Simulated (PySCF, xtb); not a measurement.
3,3,3-trifluoroprop-1-yne (C3HF3), SMILES C#CC(F)(F)F.

Harmonic wavenumbers (cm⁻¹) from GFN2-xTB (xtb) at its own minimum, in rising order: 153, 153, 406, 406, 493, 537, 537, 693, 693, 767, 1042, 1043, 1168, 2282, 3382.

**Question.** What does PySCF with B3LYP-D3(BJ)/def2-SVP give at its own minimum? (An estimate is asked for; the answer gives what the named calculation found.)

**Answer.** 184, 184, 458, 458, 541, 620, 620, 745, 745, 820, 1207, 1207, 1267, 2256, 3465. Paired by order, the mean absolute difference is 72 cm⁻¹ and the zero-point energies are 19.7 and 21.1 kcal/mol.
